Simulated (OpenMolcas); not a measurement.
**Ru2+: moving or changing the point charges**

Ru2+ among 5 point charges of -2 e arranged as a trigonal bipyramid (D3h), 2.24 Å from the ion, with the axial distance 2.442 Å.
```
   2.2400    0.0000    0.0000  -2.00
  -1.1200    1.9399    0.0000  -2.00
  -1.1200   -1.9399    0.0000  -2.00
   0.0000    0.0000    2.4416  -2.00
   0.0000    0.0000   -2.4416  -2.00
```

```json
{
  "Program": "OpenMolcas",
  "Method": "CASSCF",
  "Basis": "ANO-RCC-VDZP [6s5p3d1f]",
  "Scalar Hamiltonian": "DKH2, point nucleus",
  "Active space": "6 electrons in 5 orbitals (4d)",
  "State averaging": "2S+1 = 5 even, 5 roots; 2S+1 = 3 even, 45 roots; 2S+1 = 1 even, 50 roots",
  "Spin-orbit coupling": "RASSI with atomic mean-field integrals over the reference wave functions"
}
```

Runs around this geometry, states (labels of D3, the rotations of D3h). Energies in cm-1 above the lowest state or level, χT in cm3 K/mol.

```json
{"R (Å)": "2.24", "q (e)": "-1.6", "Axial / equatorial distance": "1.09", "Ground state": "5E", "First state of that spin": "5E 1287", "First gap with spin-orbit (degeneracies)": "0.1 (1, 1)", "χT at 300 K": "4.605", "First state of another spin": "3A2 13900"}
{"R (Å)": "2.24", "q (e)": "-2", "Axial / equatorial distance": "1.09", "Ground state": "5E", "First state of that spin": "5E 1156", "First gap with spin-orbit (degeneracies)": "0.2 (1, 1)", "χT at 300 K": "4.605", "First state of another spin": "3A2 12853"}
{"R (Å)": "2.4", "q (e)": "-2", "Axial / equatorial distance": "1.09", "Ground state": "5E", "First state of that spin": "5E 1072", "First gap with spin-orbit (degeneracies)": "0.1 (1, 1)", "χT at 300 K": "4.712", "First state of another spin": "3A2 14229"}
{"R (Å)": "2.24", "q (e)": "-2", "Axial / equatorial distance": "1.18", "Ground state": "5E", "First state of that spin": "5E 2830", "First gap with spin-orbit (degeneracies)": "114.7 (2, 2)", "χT at 300 K": "4.337", "First state of another spin": "3A2 14366"}
```

Taking the first state of the same spin as R^-n, n = -ln(1072 / 1156) / ln(2.4 / 2.24) = 1.1 between the shortest and longest distance.

Scaling the charges by -1.6 / -2 = 0.80 scales the first state of the same spin by 1287 / 1156 = 1.11; with fixed orbitals a first-order splitting would follow the charge.

An orbital doublet at a regular site is open to a Jahn-Teller distortion, which this geometry leaves out. Without dynamic correlation the repulsion within the d shell is too large (B by tens of per cent), so at a given field states of lower spin stand too high. Point charges give a weaker field than real ligands, and real ions of this kind are as a rule low spin; the high spin found here belongs to the model. The ground term spreads over less than 5000 cm-1, several times less than with real ligands, so orbital moments are less quenched and χT lies further from the spin-only value than at real sites (holds for R = 2.4, q = -2, ratio = 1.09; R = 2.24, q = -2, ratio = 1.18). Point charges carry no covalency, so the field is a model and not that of real ligands. No measured value stands beside these numbers.
